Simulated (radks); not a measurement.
Values are calculated unless marked as measured or tabulated.
Spherical quantum dot in the effective-mass picture: electrons in a parabolic well V = omega^2 r^2 / 2 with omega = 0.548, all in effective atomic units (hartree* = m*/eps^2 hartree, bohr* = eps/m* bohr), one dielectric constant everywhere. Level of theory: non-relativistic Kohn-Sham, PBEsol, spin-polarised, spherical densities (a radial shooting solver with Libxc functionals). Levels are named by radial order and angular momentum (1s, 1p, 1d, 2s, ...), and open shells are averaged over m. Results are scaled to m* = 0.316 and eps = 18, for which hartree* = 26.54 meV and bohr* = 3.014 nm.

N = 19, configuration 1s2 1p6 1d10 2s(up 1, down 0). This is the lowest configuration that the search found. Occupied levels:

level    occupation  eigenvalue (meV)  <r> (nm)
1s up             1            177.60     7.318
1s down           1            178.12     7.564
1p up             3            183.41     9.095
1p down           3            183.58     9.118
1d up             5            190.07     10.25
1d down           5            190.21     10.23
2s up             1            191.74     8.589

Energy (meV): total 2234.93, kinetic 211.84, external 819.77, Hartree 1363.3, exchange-correlation -160.02.

Electron density:

r (nm)  n(r) (e/nm^3)
0.397        0.002658
1.89         0.002501
3.39         0.002337
4.88         0.002388
6.38         0.002614
7.87         0.002714
9.37         0.002403
10.9         0.001692
12.4        0.0008996
13.9        0.0003454
15.4       0.00009543
16.8       0.00001918
18.3        2.786e-06
19.8        2.914e-07
